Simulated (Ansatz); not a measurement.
Input for Ansatz (a quantum-chemistry and plane-wave program): U-B3LYP/cc-pVTZ on GeH2O (SMILES [OH][GeH]), a point of a bond scan (R = 1.300 Å).

Ansatz 0.2 input:
```yaml
crystal:
  periodic: [false, false, false]
  atoms:
    - {symbol: Ge, position_ang: [-0.23528061, -0.20095819, 0.24734314]}
    - {symbol: H, position_ang: [-1.41085702, -0.03172168, -0.85873679]}
    - {symbol: O, position_ang: [1.02522544, 0.68082931, -0.68889534]}
    - {symbol: H, position_ang: [0.63751589, 1.13297123, -1.84474581]}
basis:
  gaussian:
    orbitals: cc-pVTZ
hamiltonian:
  xc: {name: B3LYP}
magnetization: {spin_polarized: true, initial_magnetization: 0}
```

The head of its log:

```
WARN ansatz: RAYON_NUM_THREADS=1 ignored (pool sized by the plan → 1); use --threads N
Functional definition: B3LYP
integrals: 0.03 GiB planned
701 factors; their error is unknown
mean field: 0.39 GiB planned
mean field evaluation 1: about -58593.1847 eV, gradient 4.2e1 eV
mean field evaluation 2: about -58532.4852 eV, gradient 1.1e2 eV
```

**Question.** What total energy does the run end on?

**Answer.** -2153.4909 hartree.
